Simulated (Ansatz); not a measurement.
A nudged elastic band was laid between two geometries of Cl4Ti + H2 (7 atoms, charge 0, multiplicity 1).

Level of theory: RKS PBE-D4/def2-SVP in Ansatz 0.2.0.

```yaml
movable_images: 5
climbing_image: yes
spring: 20.0 eV/Å²
optimiser: quadratic models (default)
start_path: through a guess of the saddle point
force_threshold: 0.05 eV/Å
iteration_limit: 60
end_points: relaxed
```

First end point:

```xyz
7
Properties=species:S:1:pos:R:3
Ti 0.445 0.000 -0.070
Cl 0.549 0.000 2.102
Cl 2.459 0.000 -0.883
Cl -0.603 1.775 -0.754
Cl -0.603 -1.775 -0.754
H -3.094 0.000 1.175
H -2.643 0.000 1.798
```

Last end point:

```xyz
7
Properties=species:S:1:pos:R:3
Ti -0.371 0.000 -0.688
Cl -0.714 0.000 3.570
Cl 1.656 0.000 0.071
Cl -0.988 1.828 -1.665
Cl -0.987 -1.828 -1.666
H -1.283 0.000 0.735
H -0.804 0.000 2.258
```

(1) What changes between the two ends?

(2) Give the energies along the band, and the barrier.

(3) What is the geometry of the highest image?

Answers

(1) Bonds broken: Ti1–Cl2, H6–H7. Bonds formed: Ti1–H6, Cl2–H7. Cl4Ti + H2 becomes Cl3HTi + ClH.

(2) The forces met the threshold. The highest image is number 5 of 0 to 6, 1.86 eV above the first end and 0.08 eV above the last; the last end lies 1.78 eV above the first. Another band between the same ends (5 images) ends at a top of the same energy, where a vibrational analysis finds 2 clearly imaginary modes. The orbitals stay closed-shell, which can raise the energy where a bond breaks towards radicals; this wasn't checked here.

| image | path coordinate (Å) | energy (eV) | Ti1–Cl2 (Å) | H6–H7 (Å) | Ti1–H6 (Å) |
| --- | --- | --- | --- | --- | --- |
| 0 | 0.00 | 0.00 | 2.17 | 0.77 | 3.75 |
| 1 | 0.68 | 0.04 | 2.18 | 0.77 | 3.12 |
| 2 | 1.36 | 0.20 | 2.21 | 0.77 | 2.52 |
| 3 | 2.05 | 0.70 | 2.35 | 0.80 | 2.10 |
| 4 | 2.73 | 1.57 | 2.74 | 0.98 | 1.85 |
| 5 | 3.41 | 1.86 | 3.34 | 1.31 | 1.72 |
| 6 | 4.48 | 1.78 | 4.27 | 1.60 | 1.69 |

(3) 
```xyz
7
Properties=species:S:1:pos:R:3
Ti -0.383 0.000 -0.353
Cl -0.191 0.000 2.986
Cl 1.759 0.000 0.062
Cl -0.947 1.779 -1.434
Cl -0.947 -1.779 -1.435
H -1.664 0.000 0.798
H -1.117 0.000 1.991
```

Time of the run: 45 s on 4 threads of Intel(R) Xeon(R) 6975P-C (Granite Rapids), with other jobs on the host, peak memory 0.21 GiB.
